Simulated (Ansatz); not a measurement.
```yaml
crystal:
  periodic: [false, false, false]
  atoms:
    - {symbol: C, position_ang: [-2.630068, 1.854858, 2.498793]}
    - {symbol: C, position_ang: [-1.497521, 2.045543, 1.945120]}
    - {symbol: S, position_ang: [-0.152336, 2.661842, 1.131845]}
    - {symbol: Sn, position_ang: [-0.514998, 0.951410, -0.642101]}
    - {symbol: Ga, position_ang: [1.994028, 0.613464, -1.897348]}
    - {symbol: C, position_ang: [-0.501103, -0.915607, 0.535548]}
    - {symbol: Si, position_ang: [0.862612, -1.969883, -0.462213]}
    - {symbol: H, position_ang: [-3.367758, 1.449384, 3.095500]}
    - {symbol: H, position_ang: [-1.745451, 1.100109, -1.344968]}
    - {symbol: H, position_ang: [2.057309, 0.125226, -3.371082]}
    - {symbol: H, position_ang: [3.318451, 1.229839, -1.350831]}
    - {symbol: H, position_ang: [-1.256302, -1.322655, 0.568956]}
    - {symbol: H, position_ang: [-0.058127, -0.628239, 1.380979]}
    - {symbol: H, position_ang: [1.400095, -3.123410, 0.373358]}
    - {symbol: H, position_ang: [2.078907, -1.091773, -0.841333]}
    - {symbol: H, position_ang: [0.346794, -2.684896, -1.797069]}
basis:
  gaussian: {orbitals: STO-3G}
hamiltonian: {xc: {name: B97}}
```

```sh
$ ansatz run in.yaml --threads 2 --pin off --events-out ev --progress --plain --max-ram 22528MiB --backend cpu
```

Output, abridged:

```
Functional definition: B97
1069 factors; integrals over basis functions are off by at most 7.0e-5 eV
mean field evaluation 1: about -234410.8866 eV, gradient 3.3e2 eV
mean field evaluation 2: about -234440.6255 eV, gradient 2.0e2 eV
mean field evaluation 4: about -234387.1173 eV, gradient 1.9e2 eV
mean field evaluation 8: about -235626.8588 eV, gradient 1.2e2 eV
mean field evaluation 16: about -235792.8043 eV, gradient 1.1e1 eV
mean field evaluation 32: about -235794.4681 eV, gradient 2.2e-5 eV
mean field -235794.46808427 eV, -8665.2868748660 hartree, gradient 2.2e-5 eV, S^2 0.000000; 6 other end points of the search recorded, 0 dependent functions left out
reference -235794.46810687 eV, -8665.2868756967 hartree; 69, 69 occupied and 18, 18 virtual orbitals, 1069 factors
Total energy: -235794.46810687 eV, -8665.2868756967 hartree
```

Hardware: 2 threads of an AMD EPYC 7R13 on a shared host. Wall time 17 s, peak host memory 0.42 GiB.
